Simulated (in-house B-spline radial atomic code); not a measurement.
## RPA and G0W0 on PBEsol: Au VII (Au6+)

Configuration [Xe] 4f14 5d5, highest spin, mean-field start PBEsol. Computed with an all-electron radial atomic-structure program (B-spline basis): all electrons, scalar-relativistic (spin-free one-electron X2C), finite nucleus, each spin shell either full or empty, empty states to l = 9 with an (l + 1/2)⁻⁴ tail; G0W0 by contour deformation at full frequency.

Without the two-electron picture change, the correlation of inner shells comes somewhat too large for so heavy an element.

Command:
```bash
python run_gw.py task.json out
```
Settings (radii: box in bohr, nucleus in fm):
```
Z                        79
electrons                73
configuration            [Xe] 4f14 5d5
hamiltonian              x2c
method                   pbesol
lmax                     9
rms_radius               5.4371
spin_polarised           True
box_radius               9.29
intervals                66
```

Time taken, with all properties: 12 s on 1 thread of Arm Neoverse N1 (shared host).

Energies (hartree):

```tsv
term	value
mean-field total	-19000.01147
Hartree-Fock functional on these orbitals	-19000.25490
direct second order	-7.5233
second-order exchange	1.8813
SOSEX correction	1.7775
```

Question: What is the RPA correlation energy, and what remains with SOSEX?

Answer: RPA gives -6.6325 hartree (-2.47 eV per electron); RPA + SOSEX gives -4.855, and the second-order doubles -5.642 hartree (no singles). SOSEX takes back 27 % of the RPA value.

Quasi-particle levels (eV):

```csv
level,occupied,mean field,Σx - vxc,Σc,QP weight,G0W0
5d up,yes,-88.12,-8.70,?,?,?
5p down,yes,-142.91,-10.02,-0.21,0.949,-153.14
4f down,yes,-169.32,-23.79,7.25,0.907,-185.85
5d down,no,-83.40,10.36,-3.48,0.962,-76.53
```

G0W0 = mean field + (Σx - vxc) + Σc, with Σc (partial-wave tail included) taken at the quasi-particle energy. Only the outer levels were computed. Levels of low weight are left out.

Question: Where does G0W0 put 5d up?

Answer: At -97.14 eV, with Σc = -0.32 eV and a quasi-particle weight of 0.961. The tabulated removal energy is 94 ± 2 eV (NIST, tabulated theory); the calculation leaves out spin-orbit coupling, Breit and QED terms, and what these don't explain is the method's own error.
